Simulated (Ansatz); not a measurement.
The molecule NaLi, closed-shell singlet (the spin of the measured ground state).

```json
[
 {"level": "SVWN5/def2-TZVPP", "bond energy D_e (kcal/mol)": "21.60"},
 {"level": "PBE/def2-TZVPP", "bond energy D_e (kcal/mol)": "18.51"},
 {"level": "r2SCAN/def2-TZVPP", "bond energy D_e (kcal/mol)": "15.64"},
 {"level": "B97M-V/def2-TZVPP", "bond energy D_e (kcal/mol)": "19.53"},
 {"level": "B3LYP/def2-TZVPP", "bond energy D_e (kcal/mol)": "18.38"},
 {"level": "PBE0/def2-TZVPP", "bond energy D_e (kcal/mol)": "17.19"},
 {"level": "BHLYP/def2-TZVPP", "bond energy D_e (kcal/mol)": "17.57"},
 {"level": "CAM-B3LYP/def2-TZVPP", "bond energy D_e (kcal/mol)": "18.11"},
 {"level": "wB97X-V/def2-TZVPP", "bond energy D_e (kcal/mol)": "17.90"},
 {"level": "wB97M-V/def2-TZVPP", "bond energy D_e (kcal/mol)": "20.78"},
 {"level": "B2PLYP/def2-TZVPP", "bond energy D_e (kcal/mol)": "17.89"},
 {"level": "CCSD/def2-TZVPP", "bond energy D_e (kcal/mol)": "18.78"},
 {"level": "CCSD/def2-QZVPP", "bond energy D_e (kcal/mol)": "20.39"},
 {"level": "CCSD(T)/def2-TZVPP", "bond energy D_e (kcal/mol)": "19.27"},
 {"level": "CCSD(T)/def2-QZVPP", "bond energy D_e (kcal/mol)": "20.92"}
]
```

The rows run from 15.64 (r2SCAN/def2-TZVPP) to 21.60 kcal/mol (SVWN5/def2-TZVPP). From def2-TZVPP to def2-QZVPP CCSD(T) changes by 1.65. The 11 functionals in def2-TZVPP without D3 or D4 span 5.96, from r2SCAN to SVWN5.

D_e counts from the fitted minimum to each atom's lowest state at the same level, without counterpoise. The singlet is restricted.

Correlated levels freeze the inner cores; with def2 sets outer-core shells near the valence are correlated too.

Doubts at one or more of the structures used: a restricted determinant that unrestricted orbitals would lower (CCSD/def2-TZVPP, CCSD/def2-QZVPP, CCSD(T)/def2-TZVPP, CCSD(T)/def2-QZVPP).

Codes used: Ansatz (a program for electronic structure). Each number belongs to the level named beside it.
